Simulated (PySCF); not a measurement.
SnCl2, SMILES [Cl][Sn][Cl] (connectivity only; charge and spin as stated), neutral, multiplicity 1.

Geometry optimised at PBE0-D3(BJ)/def2-TZVP. The isomer is the one that the SMILES or the coordinates give; other isomers of the formula were not compared. The def2 effective core potentials stand for the cores of Sn; spin–orbit coupling is left out.

All values below come from HF/def2-TZVPD in PySCF.

Symmetry labels are those of the subgroup C2v that the program uses (full group C2v).

Computed valence orbital energies around the gap with their symmetry:
```csv
orbital,symmetry,energy (eV)
HOMO−7,B2,-28.71
HOMO−6,A1,-16.99
HOMO−5,B2,-13.61
HOMO−4,A1,-13.01
HOMO−3,B1,-12.80
HOMO−2,A2,-12.29
HOMO−1,B2,-12.03
HOMO,A1,-10.31
LUMO,B1,-0.46
LUMO+1,A1,1.34
LUMO+2,B2,1.36
LUMO+3,A1,1.57
```
